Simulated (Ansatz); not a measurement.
Two isomers of C2H6OSi: A = `CC1O[SiH2]1`, B = `C=C(O)[SiH3]`.

Computed with Ansatz on PBE0-D4/def2-TZVP structures; ΔE is electronic, products minus reactants. CCSD(T)/CBS is the MP2 limit (def2-TZVPP, def2-QZVPP) plus CCSD(T) − MP2 in def2-TZVPP, frozen cores. Functionals use def2-TZVPP. B3LYP here is the variant with VWN-RPA as its local correlation; programs differ in this. Each species was taken in one conformer, which may not be the lowest.

(1) Which is lower in electronic energy at CCSD(T)/CBS, and by how much? (Estimate.)

(2) Give E(B) − E(A) in kcal/mol with PBE-D4, ωB97M-V, LDA (SPW92), BLYP-D4, HF/def2-TZVPP, B3LYP, CCSD(T)/def2-SVP. (An estimate is asked.)

(3) Does the order hold for the free energy at 298.15 K (harmonic terms from PBE0-D4)? (An estimate is asked.)

Largest T1 diagnostic: 0.013.

Results:

(1) Computed: A, by 9.6 kcal/mol.

(2) Ansatz gave: PBE-D4 9.8, ωB97M-V 9.8, LDA (SPW92) 11.4, BLYP-D4 6.8, HF/def2-TZVPP 5.0, B3LYP 7.8, CCSD(T)/def2-SVP 5.9. None reverses the order clearly.

(3) The calculation gave: Yes: G(B) − G(A) = +6.1 kcal/mol, for one conformer each. Modes under 60 cm⁻¹, often nearly free rotors, make the harmonic entropy too high.

In def2-TZVPP, CCSD(T) changes the Hartree–Fock value by +4.3 kcal/mol (the triples alone add +0.1 kcal/mol) and MP2 by +7.0 kcal/mol. Leaving LDA and LC-ωPBE aside and taking each functional with its dispersion term where it has one, the values, not all of them listed here, spread over 4.9 kcal/mol, from BLYP-D4 to PBE-QIDH. LDA lies +1.5 kcal/mol from PBE without D4.
